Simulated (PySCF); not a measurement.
Compounds:

A. `FC([C@@H](C#C)C(=O)NC)F`
B. `n1(C)c(CC)c(F)nn1`
C. `CC(C)C(=O)c1ccccc1`
D. `C1(=O)[C@@H](C#C)[C@H](C=C)CCC1`

Spectrum 1. $^{1}$H NMR (500 MHz, computed): δ 8.47 (d, 2H), 7.83 (m, 1H), 7.79 (m, 2H), 3.40 (sept, 1H), 1.29 (d, 6H). $^{13}$C{$^{1}$H} NMR (computed): δ 208.0 (C), 139.0 (C), 138.9 (CH), 135.6 (CH), 134.0 (CH), 39.1 (CH), 21.6 (CH3).

Spectrum 2. $^{1}$H NMR (500 MHz, computed): δ 6.13 (m, 1H), 5.58 (m, 1H), 5.48 (m, 1H), 3.54 (m, 1H), 3.18 (m, 1H), 3.04 (m, 1H), 2.61 (m, 1H), 2.19 (m, 1H), 1.95 (m, 1H), 1.86 (d, 1H), 1.76 (m, 1H), 1.53 (m, 1H). $^{13}$C{$^{1}$H} NMR (computed): δ 213.1 (C), 148.4 (CH), 125.0 (CH2), 89.3 (C), 81.2 (CH), 50.0 (CH), 46.1 (CH), 42.0 (CH2), 28.8 (CH2), 26.0 (CH2).

Spectrum 3. $^{1}$H NMR (500 MHz, computed): δ 6.17 (m, 1H), 6.09 (br, 1H), 3.60 (m, 1H), 3.13 (d, 3H), 1.96 (d, 1H). $^{13}$C{$^{1}$H} NMR (computed): δ 165.0 (C), 121.6 (CH), 84.2 (CH), 82.1 (C), 49.8 (CH), 27.0 (CH3).

Spectrum 4. $^{1}$H NMR (500 MHz, computed): δ 4.05 (s, 3H), 2.78 (q, 2H), 1.21 (t, 3H). $^{13}$C{$^{1}$H} NMR (computed): δ 169.3 (C), 126.8 (C), 35.8 (CH3), 19.2 (CH2), 16.8 (CH3).

PySCF 2.14.0 with density-fitted response routines calculation with σ from GIAO-PBE0/pcSseg-1 and GFN2-xTB geometry; one conformer, no solvent, no relativistic terms, rapidly exchanging positions averaged.

Chemical shifts δ = σref − σ; $^{1}$H and $^{13}$C vs TMS, all at this level. Splittings of carbon signals by F and P are missing where no couplings were computed. Where no couplings were computed, multiplicities follow the n + 1 count of equivalent neighbours, and m marks all less simple cases (inequivalent or close neighbours, rings, F or P nearby). Acid and N–H amide carbonyl carbons lie up to 10 ppm further downfield in solution (hydrogen bonding). Shifts are as computed. Against solution values, carbons near 30 ppm lie about +3 ppm off and those near 130 ppm about +5 ppm. Of 1211 compounds with measured shifts, 218 miss one by over three times the rms of a fit or turn the order of signals round; such compounds aren't used in these exercises. OH and NH positions are gas-phase values without hydrogen bonding to other molecules.

Q: Which spectrum belongs to which compound?

A: 1–C, 2–D, 3–A, 4–B.

- Spectrum 1 (C): 7 $^{13}$C signals; δC 208.0 is a ketone carbonyl carbon; δC 138.9 is an aromatic CH.
- Spectrum 2 (D): 10 $^{13}$C signals; δC 213.1 is a ketone carbonyl carbon; δC 148.4 is an alkene CH.
- Spectrum 3 (A): 6 $^{13}$C signals; δC 165.0 is an amide carbonyl carbon; δC 121.6 is an sp3 CH bonded to 2 F.
- Spectrum 4 (B): 5 $^{13}$C signals; δC 169.3 is an aromatic carbon bearing fluorine; δC 35.8 is a methyl carbon bonded to N.
